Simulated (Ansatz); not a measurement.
Reactions of C$_{3}$H$_{7}$Al (`CC=[CH][AlH2]`).

Program: Ansatz. Geometries: PBE0-D4/def2-TZVP. ΔE: electronic, gas phase. CCSD(T)/CBS is the MP2 limit (def2-TZVPP, def2-QZVPP) plus CCSD(T) − MP2 in def2-TZVPP, frozen cores. This one scheme is used for every species, atoms too. Double bonds are as drawn, so ΔE can hold a change between cis and trans. DFT in def2-TZVPP. B3LYP here is the variant with VWN-RPA as its local correlation; programs differ in this. Open shells (•) are unrestricted, without spin–orbit coupling. Spin–orbit coupling would lower the free atoms: a little for Al, C. Bonds to Se are less sure, by a few kJ/mol each and by 10 to 20 or more in all where they break to atoms, as the def2 sets lack core-valence functions. Scalar relativity is left out up to krypton. One conformer a species, not always the lowest.

| reaction | ωB97X-V (kcal/mol) | PBE0-D4 (kcal/mol) | B2PLYP (kcal/mol) | B3LYP-D4 (kcal/mol) |
| --- | --- | --- | --- | --- |
| `C/C=[CH]/[AlH2]` + H₂ → `C=[CH][AlH2]` + CH₄ | -12.5 | -11.8 | -13.5 | -12.6 |
| `C/C=[CH]/[AlH2]` → Al• + 3 C• + 7 H• | 965.2 | 966.1 | 955.6 | 965.5 |
| `C/C=[CH]/[AlH2]` + H₂S → `[AlH2][SH]` + propene | -25.8 | -26.2 | -26.1 | -25.6 |
| `C/C=[CH]/[AlH2]` + `OC1=NCN1` → `CN1CN=C1O` + `C=[CH][AlH2]` | 8.0 | 9.0 | 8.3 | 7.9 |
| `C/C=[CH]/[AlH2]` + `[AlH2][SH]` → `C/C=C\[S][AlH2]` + `[AlH3]` | 14.4 | 12.9 | 17.0 | 15.8 |
| `C/C=[CH]/[AlH2]` + `BCl` → `C/C=C\BCl` + `[AlH3]` | -4.0 | -4.9 | -3.7 | -4.6 |
| `C/C=[CH]/[AlH2]` + `N=C[SeH]` → `[AlH2]/[N]=C\[SeH]` + propene | -20.0 | -20.5 | -22.3 | -22.6 |
| `C/C=[CH]/[AlH2]` + `S[SiH]1C[SiH2]1` → `[AlH2][C@H]1[SiH2][Si@@H]1S` + propene | -6.9 | -7.5 | -6.5 | -6.7 |
| `C/C=[CH]/[AlH2]` → `C=[CH][AlH2]` + `[CH2]` (triplet) | 110.5 | 108.1 | 105.9 | 106.5 |
| `C/C=[CH]/[AlH2]` + `C=O` → `O=C/C=[CH]/[AlH2]` + CH₄ | -9.0 | -9.3 | -9.6 | -9.8 |

Q: Give the CCSD(T)/CBS values in the same order. (An estimate is asked.)

A: The calculation gave: -12.5, 963.7, -26.3, 8.2, 14.9, -3.5, -20.6, -8.3, 107.8, -8.9 kcal/mol.

Largest T1 diagnostic: 0.018, for Al•.
